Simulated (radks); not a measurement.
Problem. The selenium ion Se2+, configuration [Ar] 3d10 4s2 4p1 4d1 (not the ground configuration). Method: scalar-relativistic Kohn-Sham, exchange-only LDA, spin-polarised, spherical densities, finite nucleus; open shells are filled with parallel spins first; Fermi nuclear charge, rms radius 4.14 fm; computed with a radial shooting solver on a logarithmic mesh with Libxc functionals. Some entries of the table are withheld. Estimate them.

orbital,occ.,eigenvalue (hartree),<r^2> (bohr^2)
1s up,1,-459.6613,0.002623
1s down,1,-459.6586,0.002623
2s up,1,-59.87360,0.04542
2s down,1,-59.87059,0.04542
2p up,3,-52.82773,0.03592
2p down,3,-52.82425,0.03592
3s up,1,-8.72173,0.3812
3s down,1,-8.71661,0.3809
3p up,3,-6.51857,0.4092
3p down,3,-6.51265,0.4084
3d up,5,-2.86759,0.4954
3d down,5,-2.85863,0.4902
4s up,1,-1.46716,3.188
4s down,1,-1.39141,3.107
4p up,1,(1),4.378
4p down,0,(2),4.270
5s up,0,-0.45877,17.82
4d up,1,(3),10.44
5s down,0,-0.38033,19.80
4d down,0,(4),11.43
5p up,0,(5),24.95
5p down,0,(6),29.82

Solution. 
(1) 4p up eigenvalue (hartree): -1.01271
(2) 4p down eigenvalue (hartree): -0.92626
(3) 4d up eigenvalue (hartree): -0.44996
(4) 4d down eigenvalue (hartree): -0.35616
(5) 5p up eigenvalue (hartree): -0.34244
(6) 5p down eigenvalue (hartree): -0.27910
